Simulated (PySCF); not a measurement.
Molecule: `InChI=1S/C6H11OP/c1-5-6(7-2)8(5,3)4/h3H2,1-2,4H3/t8-/m0/s1`.

Bonds (- single, = double, # triple, : aromatic): C1=P2, P2-C3, P2-C4, C4-C5, C4=C6, C6-O7, O7-C8, C6-P2. C1 carries H9, H10; C3 carries H11, H12, H13; C5 carries H14, H15, H16; C8 carries H17, H18, H19. Stereochemistry as in C=[P@]1(C)C(C)=C1OC.

Frames of a GFN2-xTB Langevin trajectory at 600 K; GIAO PBE0/pcSseg-1 shieldings in PySCF 2.14, gas phase, non-relativistic; equivalent atoms averaged within each frame.

Shifts are taken against calculated references (same method and geometry level): ¹³C (σref 186.93) and ¹H (σref 31.72) against TMS; H3PO4 for ³¹P (σref 318.38); ¹⁷O (σref 336.08) vs H2O. The references are static minima.

Problem. How do the shifts (ppm) fluctuate along the trajectory?

Solution. 
```
         time (fs)     C6     C4    C8     C1    C3    C5     P2     O7  H17/H18/H19  H14/H15/H16
optimised geometry  166.2  142.2  62.9    8.7  22.8  12.8  -68.0  121.6         4.16         2.08
               250  178.9  142.0  63.2   20.7  15.2  14.9  -50.7  124.2         5.18         1.28
               425  187.6  127.1  61.5   10.8  27.4   8.3  -45.1  153.4         5.07         2.02
               625  187.9  168.1  62.8   20.8  25.2  10.4   22.9  137.5         4.89         1.79
               800  170.5  127.7  83.0  -13.3  23.9  15.3  -74.8  133.8         5.69         2.50
              1000  176.7  119.5  59.8   12.4  12.4  21.5  -40.0  120.2         3.93         3.74
    mean of frames  180.3  136.9  66.1   10.3  20.8  14.1  -37.6  133.8         4.95         2.26
standard deviation    7.4   19.3   9.6   14.0   6.6   5.1   36.3   13.0         0.64         0.94
```

5 frames give an uncertainty of the mean of about the standard deviation over 2.2 at best, since frames this close in time may not be independent; classical motion lacks zero-point vibration, and the reference would need the same averaging.
